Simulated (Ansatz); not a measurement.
C$_{2}$H$_{5}$F$_{2}$GeN, singlet, at a GFN2-xTB geometry; Ansatz (an electronic-structure program) with SC-NEVPT2/STO-3G, CASSCF(6,6).

Ansatz was given this input:
Ansatz 0.2 input:
```yaml
crystal:
  periodic: [false, false, false]
  atoms:
    - {symbol: C, position_ang: [-2.40166211, -0.92980442, -0.68333995]}
    - {symbol: C, position_ang: [-1.68993738, 0.14092186, -0.38412023]}
    - {symbol: Ge, position_ang: [0.21940460, 0.07852246, 0.04203782]}
    - {symbol: N, position_ang: [1.22207182, -1.34347008, -0.43713683]}
    - {symbol: F, position_ang: [0.94707962, 1.60044255, -0.48586266]}
    - {symbol: F, position_ang: [0.50117758, 0.19698340, 1.75685304]}
    - {symbol: H, position_ang: [-1.96164766, -1.91334105, -0.71656976]}
    - {symbol: H, position_ang: [-3.45638546, -0.86358661, -0.90424867]}
    - {symbol: H, position_ang: [-2.13456510, 1.12540606, -0.35044314]}
    - {symbol: H, position_ang: [2.09040793, -1.43344623, 0.07462738]}
    - {symbol: H, position_ang: [1.40202224, -1.46699856, -1.42277093]}
basis:
  gaussian:
    orbitals: STO-3G
magnetization: {spin_polarized: false}
correlation: {method: sc_nevpt2, electrons: all, active_space: {window: {electrons: 6, orbitals: 6}}}
```

It wrote (shortened):

```
Functional definition: HF
605 factors; integrals over basis functions are off by at most 4.4e-5 eV
mean field evaluation 1: about -64740.3260 eV, gradient 2.6e1 eV
mean field evaluation 2: about -64740.4499 eV, gradient 2.6e1 eV
mean field evaluation 4: about -64743.8574 eV, gradient 2.4e0 eV
mean field evaluation 8: about -64743.8878 eV, gradient 3.7e-2 eV
mean field -64743.88781131 eV, -2379.2939920821 hartree, gradient 1.3e-6 eV, S^2 0.000000; 0 other end points of the search recorded, 0 dependent functions left out; unrestricted orbitals would lower it
reference -64743.88781131 eV, -2379.2939920821 hartree; 37, 37 occupied and 11, 11 virtual orbitals, 605 factors
state -64746.24721457 eV, -2379.3806985528 hartree
state -64746.24721457 eV, -2379.3806985528 hartree; corrected -64750.45811526 eV, -2379.5354462991 hartree
state -64746.07051545 eV, -2379.3742049798 hartree
state -64746.07051545 eV, -2379.3742049798 hartree; corrected -64750.57025912 eV, -2379.5395675100 hartree
state -64746.07051545 eV, -2379.3742049798 hartree; corrected -64750.57025912 eV, -2379.5395675100 hartree
state -64746.01911493 eV, -2379.3723160455 hartree
state -64746.01911493 eV, -2379.3723160455 hartree; corrected -64750.50221867 eV, -2379.5370670695 hartree
state -64746.07051545 eV, -2379.3742049798 hartree; corrected -64750.57025912 eV, -2379.5395675100 hartree
WARN: the results are in doubt because another end's mean lies 0.177 eV lower, and its corrected mean 0.112 eV higher
Total energy: -64750.57025912 eV, -2379.5395675100 hartree
In doubt: another end's mean lies 0.177 eV lower, and its corrected mean 0.112 eV higher
```
